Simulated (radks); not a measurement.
Values are calculated unless marked as measured or tabulated.
Question: Lu, 71 electrons, occupied as [Xe] 4f14 5d1 6s2. Level of theory: scalar-relativistic Kohn-Sham, PBEsol, spin-polarised, spherical densities, point nucleus; open shells are filled with parallel spins first (spin-orbit coupling, left out, can overturn this in heavy ions); hard spherical wall at 6 bohr (a radial shooting solver on a logarithmic mesh with Libxc functionals). Some entries of the table are withheld. Estimate them.

orbital,occ.,eigenvalue (eV),<1/r> (bohr^-1),r(max) (bohr)
1s down,1,-63219.96,82.21,0.01213
1s up,1,-63219.96,82.21,0.01213
2s up,1,-10759.86,19.18,0.06932
2s down,1,-10759.84,19.18,0.06932
2p up,3,-9466.073,17.55,0.05661
2p down,3,-9466.057,17.55,0.05661
3s down,1,-2436.399,7.090,0.1958
3s up,1,-2436.396,7.090,0.1958
3p down,3,-2048.234,6.587,0.1932
3p up,3,-2048.232,6.587,0.1932
3d up,5,-1582.233,6.236,0.1574
3d down,5,-1582.226,6.236,0.1574
4s up,1,-482.8432,3.001,0.4461
4s down,1,-482.8404,3.001,0.4461
4p up,3,-355.4711,2.735,0.4672
4p down,3,-355.4691,2.735,0.4672
4d up,5,-189.4193,2.420,0.4808
4d down,5,-189.4130,2.420,0.4808
5s up,1,-58.8528,1.132,1.043
5s down,1,-58.5946,1.135,1.042
5p up,3,-29.5766,0.9325,1.197
5p down,3,-29.1855,0.9361,1.195
4f up,7,-7.3434,1.824,0.4684
4f down,7,-7.2739,1.828,0.4683
6s up,1,-2.7962,0.3888,2.975
6s down,1,-2.2522,0.3857,2.998
5d up,1,0.0840,0.5146,1.870
5d down,0,0.6696,0.5139,1.856
6p up,0,(1),0.3498,3.545
6p down,0,(2),0.3468,3.564
5f up,0,12.0940,0.3019,3.941
5f down,0,12.5129,0.2987,3.961
7s up,0,14.6123,0.3895,4.607
7s down,0,15.0325,0.3904,4.617

Answer: 
(1) 6p up eigenvalue (eV): 2.2809
(2) 6p down eigenvalue (eV): 2.7292
